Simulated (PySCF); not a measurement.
# AsBr: energy against distance

Set-up: PySCF, no relativity, basis sets As def2-TZVPPD, Br def2-TZVPPD. Energies in eV from As + Br in their ground configurations at the same level. State: ³Σ⁻ (triplet), unpaired electrons π ↑↑.

All columns are LDA. A positive dipole means As(−)Br(+).

```tsv
R (Å)	E (eV)	μ (D)	Mulliken charge on As (basis-dependent)	HOMO (eV)	LUMO (eV)	Mayer bond order	⟨S²⟩
1.981	-2.743	0.57	0.00	-4.90	-3.78	1.58	2.00
2.074	-3.337	0.20	0.05	-5.10	-3.95	1.52	2.00
2.166	-3.641	-0.18	0.09	-5.29	-4.10	1.45	2.00
2.235	-3.734	-0.46	0.11	-5.43	-4.22	1.41	2.00
2.304	-3.743	-0.75	0.13	-5.56	-4.32	1.37	2.00
2.373	-3.689	-1.03	0.14	-5.68	-4.43	1.33	2.00
2.465	-3.548	-1.40	0.16	-5.84	-4.56	1.28	2.00
2.580	-3.301	-1.85	0.18	-6.02	-4.71	1.23	2.00
2.719	-2.949	-2.35	0.20	-6.21	-4.87	1.18	2.01
2.903	-2.457	-2.96	0.23	-6.41	-5.13	1.11	2.02
```

A fit through these points gives, at Re = 2.277 Å, μ = -0.64 D and dμ/dR = -4.14 D/Å; the reduced mass is 38.43 u.

How strong is the fundamental in the double-harmonic approximation, I = 42.26·(dμ/dR)²/μred km/mol?

I = 42.26·(-4.14)²/38.43 = 18.8 km/mol at LDA.

Spin–orbit coupling is left out. The state was picked by a PBE0 search and need not be the measured ground state.
